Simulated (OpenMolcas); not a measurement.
**Sb2+: effect of the basis set**

```
Program             : OpenMolcas 26.06
Method              : RASSCF
Active space        : 1 electron in 9 orbitals (RAS2 5p; RAS3 5d 6s, at most 1 electron)
State averaging     : 2S+1 = 2 odd, 3 roots; 2S+1 = 2 even, 6 roots
Spin-orbit coupling : RASSI with atomic mean-field integrals over the reference wave functions, term energies averaged over their components
```

A. ANO-RCC-VQZP [8s7p5d3f2g], DKH2, point nucleus; cost about 15 core-seconds
B. ANO-R3 [8s7p5d3f2g1h], X2C, finite nucleus; cost of the order of 14 core-seconds
C. ANO-RCC [10s9p8d5f3g], DKH2, point nucleus; cost of the order of 28 core-seconds

Energies in cm⁻¹ above 5s² 5p ²P°_1/2, the measured ground level; measured values from Moore, Atomic Energy Levels, vol. III, NSRDS-NBS 35 (1971 reprint of NBS Circular 467, 1958).

```json
{"Level": "5s² 5p ²P°_1/2", "A": "0.0", "B": "0.0", "C": "0.0", "Measured": "0.0"}
{"Level": "5s² 5p ²P°_3/2", "A": "5704", "B": "5839", "C": "5823", "Measured": "6576"}
{"Level": "5s² 6s ²S_1/2", "A": "91614", "B": "92458", "C": "91403", "Measured": "93418"}
{"Level": "5s² 5d ²D_3/2", "A": "96737", "B": "102947", "C": "94117", "Measured": "98820"}
{"Level": "5s² 5d ²D_5/2", "A": "97352", "B": "103737", "C": "94515", "Measured": "100385"}
```

Deviations, from unrounded energies. A percentage is the sum of absolute deviations over the sum of measured energies, with the sign that they share, or ± where signs differ.

```json
{"Against measurement": "mean absolute deviation (cm-1)", "Levels": "4", "A": "1900", "B": "2300", "C": "3300"}
{"Against measurement": "fine structure of the ground term (%)", "Levels": "1", "A": "-13.3", "B": "-11.2", "C": "-11.5"}
{"Against measurement": "other configurations (%)", "Levels": "3", "A": "-2.4", "B": "±2.9", "C": "-4.3"}
```

A lies closest to measurement on these levels and C furthest from it. The largest miss of A in the table is 5s² 5d ²D_5/2, by -3000 cm-1. The ranking rests on the paired levels alone, and a cruder setting can come out closer through cancelling errors.

Among A to C the level of the table that moves most is 5s² 5d ²D_5/2, by 9200 cm-1 (lowest in C, highest in B).

ANO sets are built for valence states and can reach diffuse excited orbitals poorly, and with the s shell closed the s pⁿ⁺¹ terms that mix with these levels are absent. With one active electron the reference holds no correlation, so core polarisation is missing. Computed and measured levels are paired by configuration, term and J; levels that our copy of the source lacks, or whose pairing is in doubt (as where it misses far off the trend of its configuration), stay unpaired and out of the deviations. Only configurations of the active space appear.

° marks odd parity.
